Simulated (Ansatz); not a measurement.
CH₅NSn, singlet, geometry from GFN2-xTB (such geometries of metal compounds can be far from the true shape) (all electrons, no relativity); SC-NEVPT2/STO-3G, CASSCF(2,4) (Ansatz, an electronic-structure program).

Input for Ansatz:
Ansatz 0.2 input:
```yaml
crystal:
  periodic: [false, false, false]
  atoms:
    - {symbol: Sn, position_ang: [-0.13743795, -0.03008657, 0.38988405]}
    - {symbol: C, position_ang: [0.73312958, 1.59937618, -0.91756721]}
    - {symbol: H, position_ang: [0.71194459, 2.58319704, -0.44850715]}
    - {symbol: H, position_ang: [0.18938940, 1.67495171, -1.85872967]}
    - {symbol: H, position_ang: [1.77264621, 1.38144831, -1.16323753]}
    - {symbol: N, position_ang: [-0.02950565, -1.43352212, -1.07372980]}
    - {symbol: H, position_ang: [0.31642037, -1.29748847, -2.01223802]}
    - {symbol: H, position_ang: [-0.31074070, -2.39938257, -0.98997816]}
basis:
  gaussian:
    orbitals: STO-3G
magnetization: {spin_polarized: false}
correlation: {method: sc_nevpt2, electrons: all, active_space: {window: {electrons: 2, orbitals: 4}}}
```

Task: What does Ansatz print? Leave out banner, timings and long lists.

Result: 
```
Functional definition: HF
567 factors; integrals over basis functions are off by at most 3.1e-5 eV
mean field evaluation 1: about -164827.5488 eV, gradient 1.6e1 eV
mean field evaluation 2: about -164827.6467 eV, gradient 1.6e1 eV
mean field evaluation 4: about -164828.5407 eV, gradient 1.4e0 eV
mean field evaluation 8: about -164828.5528 eV, gradient 2.3e-2 eV
mean field -164828.55275513 eV, -6057.3375889453 hartree, gradient 2.5e-6 eV, S^2 0.000000; 0 other end points of the search recorded, 0 dependent functions left out
reference -164828.55275513 eV, -6057.3375889453 hartree; 34, 34 occupied and 8, 8 virtual orbitals, 567 factors
state -164829.00580151 eV, -6057.3542380927 hartree
state -164829.00580151 eV, -6057.3542380927 hartree; corrected -164832.19473761 eV, -6057.4714293328 hartree
state -164828.95549639 eV, -6057.3523894136 hartree
state -164828.95549639 eV, -6057.3523894136 hartree; corrected -164832.17374102 eV, -6057.4706577224 hartree
state -164829.00580151 eV, -6057.3542380927 hartree; corrected -164832.19473761 eV, -6057.4714293328 hartree
2 active orbitals were swapped for others, from the solution at -164828.95545016 eV, -6057.3523877148 hartree to that at -164829.00579733 eV, -6057.3542379390 hartree; typed "places" are swapped only where nearly empty or full, and so, without "given_window_search", are "orbital_numbers", "shells" and a window whose orbitals a file names under [Active]
WARN: 1 active orbitals are nearly empty or full. The corrections depend on them more than the energy does, and are more stable in an active space without them
Total energy: -164832.19473761 eV, -6057.4714293328 hartree
```
